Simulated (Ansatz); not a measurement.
Relaxation of BClH4O2 (8 atoms, charge 0, multiplicity 1), to a largest force component of 0.03 eV/Å in at most 50 steps.

The calculation used RKS PBE0-D4/6-31G* (Ansatz).

```xyz
8
Properties=species:S:1:pos:R:3
B -0.082 -0.398 -0.136
H -0.006 -0.507 1.051
O 0.969 -0.446 -0.969
H 1.804 -0.453 -0.484
Cl -1.701 -0.337 -0.851
O -0.074 2.001 0.886
H -0.894 2.290 0.464
H -0.364 1.276 1.485
```

Q: Where does it end, and by what steps?

A: The run converged. The force dipped under the threshold on the way, but the program's further checks kept it going. After 22 steps the energy has fallen by 0.221 eV; H7 moved furthest, 1.09 Å. Joined: B1–O6 (2.61 → 1.79 Å).

```csv
step,energy less start (eV),largest force component (eV/Å),accepted
0,0.0000,0.869,yes
1,-0.0504,1.089,yes
2,-0.0670,0.860,yes
3,-0.0755,1.194,yes
4,-0.1022,0.683,yes
5,-0.1397,0.151,yes
6,-0.1567,0.535,yes
7,-0.1684,0.627,yes
8,-0.1788,0.484,yes
9,-0.1891,0.422,yes
10,-0.1974,0.305,yes
11,-0.2079,0.231,yes
12,-0.2119,0.094,yes
13,-0.2125,0.142,yes
14,-0.2144,0.205,yes
15,-0.2161,0.155,yes
16,-0.2175,0.110,yes
17,-0.2190,0.132,yes
18,-0.2102,0.484,no
19,-0.2201,0.027,yes
20,-0.2204,0.063,yes
21,-0.2207,0.040,yes
22,-0.2207,0.026,yes
```

```xyz
8
Properties=species:S:1:pos:R:3
B -0.082 -0.178 0.127
H 0.218 -0.912 1.027
O 0.808 0.109 -0.898
H 1.678 -0.249 -0.691
Cl -1.832 -0.329 -0.424
O -0.163 1.401 0.962
H 0.130 1.987 0.242
H -1.106 1.596 1.101
```

The run took 15 s on 2 threads of AMD EPYC 9R45 96-Core Processor (Zen 5) (shared host), peak memory 0.16 GiB.
